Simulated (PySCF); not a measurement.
Isomers of C6H5FN2, one GFN2-xTB conformer each. Single-point energies are computed at PBE0/pcSseg-1 (PySCF, gas phase, no added dispersion term), electronic only.

```tsv
SMILES	GFN2-xTB relative energy (kcal/mol)
C=Cc1nccnc1F	0.0
C#CCn1nccc1F	25.0
C/C(C#N)=C(\C#N)CF	38.1
```

Conformers: `[CH2:1]=[CH:2][c:3]1[n:4][cH:5][cH:6][n:7][c:8]1[F:9]` with C1–C2–C3–N4 0°; `[CH:1]#[C:2][CH2:3][n:4]1[n:5][cH:6][cH:7][c:8]1[F:9]` with C2–C3–N4–N5 109°; `[CH3:1]/[C:2]([C:3]#[N:4])=[C:5](\[C:6]#[N:7])[CH2:8][F:9]` with C2–C5–C8–F9 117°.

Q: What does PBE0/pcSseg-1 give for the same structures?

A: 
```csv
SMILES,PBE0/pcSseg-1 E (Eh),PBE0/pcSseg-1 (kcal/mol),GFN2-xTB (kcal/mol),point group
C=Cc1nccnc1F,-440.42144,0.0,0.0,Cs
C/C(C#N)=C(\C#N)CF,-440.38674,21.8,38.1,C1
C#CCn1nccc1F,-440.34038,50.9,25.0,C1
```

Both levels put the same isomer lowest; measured from each level's own lowest isomer, the values differ by up to 25.9 kcal/mol (C#CCn1nccc1F: 25.0 against 50.9). As drawn, the lowest has a C=C bond outside aromatic rings, which the highest lacks; the highest has a C≡C bond and an N–N linkage, which the lowest lacks.

Q: Which frontier levels, dipoles and rotational constants go with these structures?

A: 
```json
{"SMILES": "C=Cc1nccnc1F", "HOMO (eV, PBE0/pcSseg-1)": "-7.28", "LUMO (eV)": "-2.12", "dipole (D)": "1.68", "A, B, C (MHz)": "2673, 1657, 1023"}
{"SMILES": "C/C(C#N)=C(\\C#N)CF", "HOMO (eV, PBE0/pcSseg-1)": "-8.66", "LUMO (eV)": "-2.99", "dipole (D)": "2.09", "A, B, C (MHz)": "2101, 1360, 865.5"}
{"SMILES": "C#CCn1nccc1F", "HOMO (eV, PBE0/pcSseg-1)": "-7.21", "LUMO (eV)": "0.26", "dipole (D)": "0.87", "A, B, C (MHz)": "2987, 1369, 1086"}
```
